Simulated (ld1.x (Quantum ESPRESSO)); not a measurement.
**What one change does to a pseudopotential (platinum (Pt), TM)**

platinum (Pt), norm-conserving Troullier–Martins (Kleinman–Bylander form), made with ld1.x (Quantum ESPRESSO) 7.5 (PBEsol, fully relativistic). Core [Xe] 4f14, reference 5d10 6s0 6p0. Waves: 6p (bound, empty): rc 3.15 bohr; 5d (bound): rc 1.55 bohr; 6s (bound, empty): rc 1.95 bohr. Local part: the s channel. Core correction: Bessel-smoothed model core inside 0.90 bohr.

Open shells are filled in proportion to 2j + 1 (rel_dist='average').

Change: wave 5d (bound): rc 1.55 bohr becomes 5d (bound): rc 2.24 bohr.

Cutoffs: the cutoffs (Ry, on a coarse ladder) from which the occupation-weighted sum of valence levels, in a spherical-Bessel basis at the reference potential, stays within 10 and 1 mRy of its value at 400 Ry; they do not see the model core or the augmentation charge, which bear on the density cutoff. Errors are all-electron minus pseudo energies relative to the spin-unpolarised reference configuration.

Question: Predict the effect on cutoff, ghosts and configuration errors.

Answer: The potential gets softer (40 Ry and 70 Ry → 40 Ry and 45 Ry); the errors of the 7 common tests hardly move; neither file shows a bound ghost. A larger radius leaves more room for a smooth pseudo-wave, so fewer plane waves are needed.

| quantity | base | changed |
| --- | --- | --- |
| cutoff, loose | 40 Ry | 40 Ry |
| cutoff, tight | 70 Ry | 45 Ry |
| bound ghosts | none | none |
| error for 5d9 6s1 6p0, meV [ΔE 0.03 eV] | -45 | -42 |
| error for 5d9 6s0 6p0, meV [ΔE 9.27 eV] | -30 | -30 |
| error for 5d8 6s0 6p0, meV [ΔE 29.29 eV] | -197 | -194 |
| error for 5d8 6s1 6p0, meV [ΔE 11.26 eV] | -169 | -159 |
| error for 5d9 6s0.5 6p0, meV [ΔE 3.75 eV] | -33 | -32 |
| error for 5d9 6s0 6p1, meV [ΔE 5.12 eV] | -47 | -45 |
| error for 5d7 6s0 6p0, meV [ΔE 61.53 eV] | -630 | -609 |
| s: phases at 3.40 bohr within 0.05 rad from the reference energy up to (Ry; the scan ends near 5) | 1.4 | 1.4 |
| p1/2: phases at 3.40 bohr within 0.05 rad from the reference energy up to (Ry; the scan ends near 5) | 2.3 | 2.3 |
| p3/2: phases at 3.40 bohr within 0.05 rad from the reference energy up to (Ry; the scan ends near 5) | 2.2 | 2.2 |
| d3/2: phases at 3.40 bohr within 0.05 rad from the reference energy up to (Ry; the scan ends near 5) | 0.9 | 0.9 |
| d5/2: phases at 3.40 bohr within 0.05 rad from the reference energy up to (Ry; the scan ends near 5) | 0.9 | 0.9 |
